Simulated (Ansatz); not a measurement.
The same ligand exchange along the group F, Cl, Br.

Computed with Ansatz on PBE0-D4/def2-TZVP structures; ΔE is electronic, products minus reactants. CBS: MP2 limit from def2 TZ/QZ plus the TZ coupled-cluster correction, frozen cores. This one scheme is used for every species. DFT in def2-TZVPP. For Br outer-core shells are correlated without core-valence functions, which leaves a few kJ/mol of doubt a bond. Scalar relativity is left out up to krypton. Each species was taken in one conformer, which may not be the lowest.

```json
{"reaction": "`[OH][Al]([F])[SiH3]` + NH₃ → `[NH2][Al]([OH])[SiH3]` + H–F", "CCSD(T)/CBS(def2) (kJ/mol)": "98"}
{"reaction": "`[OH][Al]([SiH3])[Cl]` + NH₃ → `[NH2][Al]([OH])[SiH3]` + HCl", "CCSD(T)/CBS(def2) (kJ/mol)": "?"}
{"reaction": "`[OH][Al]([SiH3])[Br]` + NH₃ → `[NH2][Al]([OH])[SiH3]` + HBr", "CCSD(T)/CBS(def2) (kJ/mol)": "81"}
```

Q: Fill in the missing values. (Best estimate.)

A: The calculation gave: `[OH][Al]([SiH3])[Cl]` + NH₃ → `[NH2][Al]([OH])[SiH3]` + HCl: +78.8 kJ/mol.

Largest T1 diagnostic: 0.013, for `[OH][Al]([F])[SiH3]`.
